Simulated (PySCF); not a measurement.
A structure optimised at B3LYP-D3(BJ)/def2-TZVPD, used in a PySCF frequency run:

```xyz
2

Ag     0.0000     0.0000    -0.3217
F      0.0000     0.0000     1.6798
```
Charge 0, spin multiplicity 1.

Problem. Write its SMILES, formula and point group.

Solution. [F][Ag], AgF, C∞v

Problem. What are its rotational constants (standard atomic weights)?

Solution. 7.8106 GHz (linear rotor, B only)
